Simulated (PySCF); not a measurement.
## Radial density of Hf³⁴⁺ (hafnium, charge +34)

r2SCAN, [Kr] 4d2, high-spin 3F determinant. Calculation: PySCF 2.14, in an even-tempered Gaussian basis (19 s from 3.2 bohr⁻², ratio 2.5; 14 p from 4.1 bohr⁻², ratio 2.5; 9 d from 4.1 bohr⁻², ratio 2.5; 4 f from 17 bohr⁻², ratio 2.7; 3 g from 25 bohr⁻², ratio 2.7); scalar relativity by spin-free X2C-1e.

```csv
r (bohr),4πr²ρ (e/bohr),4πr²(ρα − ρβ)
0.0202,89.26,0.0069
0.0340,98.33,0.0824
0.0573,131.3,0.6046
0.0963,98.05,2.0864
0.162,116.1,1.3647
0.272,49.54,1.2067
0.458,32.21,5.8684
0.771,2.539,0.5573
1.30,0.002876,0.0010
```

Densities and radii are taken from the X2C orbitals without a picture-change correction, which distorts them close to the nucleus.

Spin-orbit coupling is strong in this species (close to jj coupling), so the high-spin LS determinant is a model state, not a physical level.
